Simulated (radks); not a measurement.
Values are calculated unless marked as measured or tabulated.
Initial-state core-level shifts of the gallium ion Ga2+ when its valence configuration changes from [Ar] 3d10 4s1. Level of theory: Dirac Kohn-Sham, LDA (Slater exchange, Perdew-Wang correlation), spin-unpolarised, spherical densities, finite nucleus; open shells fill j = l - 1/2 first; Fermi nuclear charge, rms radius 3.9973 fm (a radial shooting solver on a logarithmic mesh with Libxc functionals). Shifts are changes of the shell-averaged eigenvalues in eV (positive: less bound); the change of the density at the nucleus, which sets a Mossbauer isomer shift, is in e/bohr^3, on a base of 2.81e+04.

valence	1s	2s	2p	3s	density at nucleus
3d9 4s1 4p1	-11.172	-12.201	-12.098	-10.543	+6.638
3d8 4s2 4p1	-21.887	-24.190	-23.978	-20.187	+36.393
3d10 4p1	-1.599	-1.532	-1.530	-1.605	-17.523
3d9 4s2	-9.630	-10.706	-10.608	-9.004	+25.739
3d8 4s1 4p2	-23.305	-25.586	-25.364	-21.606	+14.629
3d9.5 4s1 4p0.5	-5.460	-5.947	-5.897	-5.198	+3.128
3d9.5 4s0.5 4p1	-6.239	-6.698	-6.646	-5.978	-6.110
3d9.5 4s1.5	-4.667	-5.182	-5.134	-4.405	+12.173
3d7 4s2 4p2	-35.038	-38.773	-38.437	-31.770	+48.378
